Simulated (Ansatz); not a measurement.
Cost and result for the atomization energy of `[CH3][Al]([OH])[SiH2]O` (12 atoms, 11 bonds).

Z-matrix (Å, degrees):
```
C
Al 1 1.946
H 1 1.094 2 110.7
H 1 1.093 2 112.9 3 121.4
H 1 1.095 2 110.4 3 -118.0
O 2 1.705 1 116.3 3 52.8
Si 2 2.475 1 126.9 3 -127.7
H 6 0.956 2 122.4 1 -176.0
O 7 1.667 2 112.6 1 -171.5
H 7 1.490 2 111.5 1 71.5
H 7 1.499 2 111.8 1 -46.9
H 9 0.958 7 116.6 2 67.9
```

Charge 0, multiplicity 1. The geometry is a stationary point of PBE0-D4/def2-TZVP. It is one conformer, not always the lowest. Program: Ansatz. All runs use 4 threads of an Intel Xeon Platinum 8375C on a shared host. Times are those of one run each, without the atoms' runs, and a repeat can differ threefold. Electronic energies, without spin–orbit coupling; frozen cores. CCSD(T)/CBS adds CCSD(T) − MP2 in def2-TZVPP to the MP2 limit, and its time is that of the two runs behind it. T1 = 0.012. B3LYP takes the VWN-RPA correlation (the form of Gaussian; ORCA's B3LYP/G).

CCSD(T)/CBS is a level of theory with its own doubt, some kJ/mol a heavy atom from the limit and from the frozen cores, so smaller differences don't rank the functionals.

```tsv
level	functions	wall time
PBE-D4/def2-TZVPP (with forces)	275	2.7 s
PBE0-D4/def2-TZVPP	275	3.4 s
r2SCAN-D4/def2-TZVPP (with forces)	275	5.5 s
B3LYP-D4/def2-TZVPP (with forces)	275	5.5 s
B2PLYP/def2-TZVPP	275	6.5 s
ωB97X-V/def2-TZVPP	275	8.5 s
ωB97M-V/def2-TZVPP (with forces)	275	12 s
MP2/def2-QZVPP	521	24 s
CCSD(T)/def2-TZVPP	275	2.3 min
CCSD(T)/CBS(def2)	–	2.7 min
```

Task: What atomization energy does each give, and how far from CCSD(T)/CBS? (Best estimate.)

Result: Ansatz gave: 
```csv
level,atomization (kcal/mol),difference from CCSD(T)/CBS,per bond
PBE-D4/def2-TZVPP (with forces),1022.5,1.4,0.1
PBE0-D4/def2-TZVPP,1006.2,-14.9,-1.4
r2SCAN-D4/def2-TZVPP (with forces),1018.4,-2.7,-0.3
B3LYP-D4/def2-TZVPP (with forces),1012.5,-8.6,-0.8
B2PLYP/def2-TZVPP,1004.1,-17.0,-1.5
ωB97X-V/def2-TZVPP,1019.0,-2.1,-0.2
ωB97M-V/def2-TZVPP (with forces),1017.4,-3.7,-0.3
MP2/def2-QZVPP,1024.4,3.3,0.3
CCSD(T)/def2-TZVPP,992.3,-28.8,-2.6
CCSD(T)/CBS(def2),1021.1,0.0,0.0
```

The D4 term adds +8.2 kcal/mol with B3LYP and +4.4 kcal/mol with PBE0; it sums over pairs of atoms, weighted by their polarisabilities, and B3LYP, whose exchange is more repulsive, gets the larger term. From PBE to PBE0 (25 % exact exchange), in def2-TZVPP and without D4, the atomization energy moves by −15.7 kcal/mol: exact exchange takes away binding that semilocal exchange gives to molecules. In def2-TZVPP, CCSD(T) changes the Hartree–Fock value by +249.4 kcal/mol (the triples alone add +13.1 kcal/mol) and MP2 by +264.2 kcal/mol; breaking electron pairs costs correlation energy, which Hartree–Fock lacks.
